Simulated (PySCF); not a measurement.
Input of an EPR job (settings, then geometry in Å):

```
{"job": {"kind": "epr", "basis": "pcH-1"}, "charge": 0, "multiplicity": 2}
C      2.664927     0.100575     0.407203
O      1.647728    -0.639798    -0.026394
C      0.387357    -0.225171    -0.036533
C     -0.182622     0.955517     0.353559
C     -1.591870     0.853292     0.116531
Cl    -2.681333     2.127388     0.475173
C     -1.918807    -0.345069    -0.407536
C     -0.673560    -1.156937    -0.555634
H      2.528795     1.095939     0.779966
H      3.620895    -0.376784     0.357423
H      0.295078     1.822373     0.765639
H     -2.894830    -0.692852    -0.681608
H     -0.485943    -1.437389    -1.594514
H     -0.716492    -2.081557     0.024559
```

Theory: PySCF 2.14.0, UKS B3LYP, pcH-1 on C Cl H O, non-relativistic, mean-field spin-orbit, GIAO. One conformer (not necessarily the lowest) at the GFN2-xTB geometry, without solvent, vibrations or thermal averaging. The geometry wasn't refined by DFT: couplings that depend on bond lengths, twists or pyramidal angles can differ widely from those at the functional's own minimum.

Output of the driver script. Atoms in this output count from 0.

```
UKS, coarse grid
  cycle   1  E = -767.52052660  |g| = 3.94e-01
  cycle   2  E = -767.47616457  |g| = 5.01e-01
  cycle   3  E = -767.57775058  |g| = 9.51e-02
  cycle   4  E = -767.58140806  |g| = 4.33e-02
  cycle   5  E = -767.58228580  |g| = 1.46e-02
  cycle   6  E = -767.58239327  |g| = 5.59e-03
  cycle   7  E = -767.58241322  |g| = 2.09e-03
  cycle   8  E = -767.58241696  |g| = 1.29e-03
  cycle   9  E = -767.58241991  |g| = 7.53e-04
UKS, final grid
  cycle   1  E = -767.58237971  |g| = 1.38e-03
  cycle   2  E = -767.58237720  |g| = 2.83e-03
  cycle   3  E = -767.58238079  |g| = 1.93e-04
  cycle   4  E = -767.58238086  |g| = 1.36e-04
  cycle   5  E = -767.58238098  |g| = 1.04e-04
  cycle   6  E = -767.58238098  |g| = 1.79e-05
E = -767.58238098 Eh   <S^2> = 0.7598 (exact 0.7500)
g shifts (ppm)      1          2          3
  rmc          -169       -169       -169
  gc             -5         42         32
  oz_so           3        530       1524
  total        -171        403       1387
hyperfine (MHz)  atom isotope    a_iso     a_fc   dipolar eigenvalues
    0   13C      79.42      79.46    -75.75    -73.29    149.04
    1   17O     -12.92     -12.96    -45.46     21.58     23.88
    2   13C     -10.25     -10.24    -10.85      3.53      7.32
    3   13C      11.25      11.27    -10.27     -8.51     18.77
    4   13C     -10.00      -9.98     -6.53      2.99      3.54
    5  35Cl      -0.32      -0.33     -1.68      0.51      1.18
    6   13C       7.50       7.51     -7.26     -6.56     13.82
    7   13C      -2.76      -2.76     -0.48      0.08      0.40
    8    1H     -61.90     -61.93    -35.54      0.55     34.98
    9    1H     -61.68     -61.71    -35.80      0.02     35.78
   10    1H      -8.86      -8.86     -1.33     -0.96      2.29
   11    1H      -5.92      -5.92     -3.71     -0.35      4.06
   12    1H      12.50      12.50     -1.53     -0.39      1.92
   13    1H      12.51      12.51     -1.52     -0.39      1.91
```

|g| in the SCF lines is the orbital gradient. In the g block, columns 1 to 3 are the principal axes in rising order; rmc is the relativistic mass correction, gc the gauge correction and oz_so the orbital-Zeeman/spin–orbit term. a_fc is the Fermi-contact part of a_iso, the rest being spin–orbit.

(1) Is the state sound, as far as the log shows?

(2) What are the principal g values and g_iso?

(3) Which couplings shape the isotropic spectrum at natural abundance (0.05 mT or more)? Keep the log's numbering.

Results:

(1) The SCF converged after 15 cycles in all, 9 of them on the coarse grid; no stability test was run. The unrestricted determinant has ⟨S²⟩ = 0.7598 (exact 0.7500), so spin contamination is small.

(2) Adding the total shifts to 2.002319 gives 2.00215, 2.00272, 2.00371; their mean shift is 540 ppm, so g_iso = 2.00286.

(3) atom 8 (1H, I = 1/2): -61.9 MHz = 2.21 mT in magnitude, a 1:1 doublet; atom 9 (1H, I = 1/2): -61.7 MHz = 2.20 mT in magnitude, a 1:1 doublet; atoms 12, 13 (1H, I = 1/2): mean 12.5 MHz = 0.45 mT in magnitude, a 1:2:1 triplet; atom 10 (1H, I = 1/2): -8.9 MHz = 0.32 mT in magnitude, a 1:1 doublet; atom 11 (1H, I = 1/2): -5.9 MHz = 0.21 mT in magnitude, a 1:1 doublet. Together 48 lines to first order. H9 and H10 aren't averaged: C1 is flat or nearly so (angle sum 360°), and its turn about the short C1–O2 bond (1.33 Å) is taken as slow.

The species is `[CH2]OC1=CC(Cl)=CC1` [radical]. The run used 270 basis functions and 10 iterations of the response equations.

Shape of the structure used: `[CH2:1][O:2][C:3]1=[CH:4][C:5]([Cl:6])=[CH:7][CH2:8]1`: C1–O2–C3–C4 0°.
Labels such as C1 count atoms from 1, the log's own numbers from 0.
